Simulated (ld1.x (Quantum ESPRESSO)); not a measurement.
# Plane-wave convergence, ultrasoft potential for Ca

calcium, ultrasoft, made with ld1.x (Quantum ESPRESSO) 7.5 (PBE, scalar-relativistic). Core [Ne], reference 3s2 3p6 3d0 4s2 4p0. Waves: 3s (bound): rcut 1.65, rcutus 1.95 bohr; 4s (bound): rcut 1.65, rcutus 1.95 bohr; 3p (bound): rcut 1.85, rcutus 2.55 bohr; 4p (bound, empty): rcut 1.85, rcutus 2.55 bohr; 3d (bound, empty): rcut 1.30, rcutus 1.50 bohr; 3d channel at 0.3 Ry: rcut 1.30, rcutus 1.50 bohr. Local part: all-electron potential smoothed inside 2.35 bohr (lloc = -1). Core correction: a·sin(br)/r model core, default radius (core density twice the valence density). Augmentation charge: PSQ, inside the norm-conserving radii.

The pseudo-atom Hamiltonian at the reference potential is diagonalised in spherical Bessel functions j_l(qr) that vanish at 20 bohr, with q² up to the cutoff. All-electron valence levels (Ry): 3s -3.4612, 4s -0.2768, 3p -2.0586, 4p -0.1031, 3d -0.1431.

**Question.** How do the lowest levels (Ry) of each channel move with the cutoff, and are there ghosts?

**Answer.**

```
cutoff (Ry)     s #1     s #2    s #3     p #1     p #2     d #1    f #1    f #2  Σ f·Δε (mRy)
          8  -3.4320  -0.2485  0.0060  -2.0456  -0.0716   0.0118  0.0958  0.2086         193.3
         10  -3.4511  -0.2554  0.0047  -2.0549  -0.0747   0.0073  0.0958  0.2086          85.4
         15  -3.4606  -0.2669  0.0026  -2.0583  -0.0901  -0.0102  0.0958  0.2086          22.9
         18  -3.4609  -0.2734  0.0014  -2.0584  -0.0987  -0.0386  0.0958  0.2086           9.0
         21  -3.4609  -0.2757  0.0010  -2.0585  -0.1023  -0.0648  0.0958  0.2086           3.5
         25  -3.4610  -0.2766  0.0008  -2.0585  -0.1026  -0.0910  0.0958  0.2086           1.1
         35  -3.4612  -0.2768  0.0007  -2.0586  -0.1030  -0.1360  0.0958  0.2086           0.3
         40  -3.4612  -0.2769  0.0007  -2.0586  -0.1031  -0.1415  0.0958  0.2086           0.1
        400  -3.4612  -0.2769  0.0007  -2.0586  -0.1031  -0.1432  0.0958  0.2086           0.0
```

Result: no extra level below or beside the all-electron valence levels (s, p, d, f tested); 10 mRy is reached at 18 Ry and 1 mRy at 30 Ry.

The cutoffs count occupied waves only; the empty 3d level needs 35 Ry at the loose tolerance. Test run stopped at test 4 of 7 (negative rho).
